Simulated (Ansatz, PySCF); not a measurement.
Caution: the highest occupied level lies above zero, so the state may not be bound. This triplet is an excited state, 0.75 eV above the relaxed singlet at the level frozen-core CCSD(T)/aug-cc-pVDZ // PBE0-D3(BJ)/def2-TZVPD (Ansatz, a program for electronic structure).

## H4BN2, SMILES `N[B-]N` (excited triplet) (charge -1, multiplicity 3)

Level of theory: PBE0-D3(BJ)/def2-TZVPD (PySCF).

The highest occupied spin orbital comes out as 1.88 eV, the total energy is -136.6297 Ha and the cost is about 60 core-seconds (a rough figure).

Bonded distances (Å): N1–B2 1.396, N1–H4 1.012, N1–H5 1.008, B2–N3 1.396, N3–H6 1.008, N3–H7 1.012. Bond angles (°): B2–N1–H4 121.2, B2–N1–H5 125.6, H4–N1–H5 113.2, N1–B2–N3 132.8, B2–N3–H6 125.6, B2–N3–H7 121.2, H6–N3–H7 113.2.
Charge -1, spin multiplicity 3.
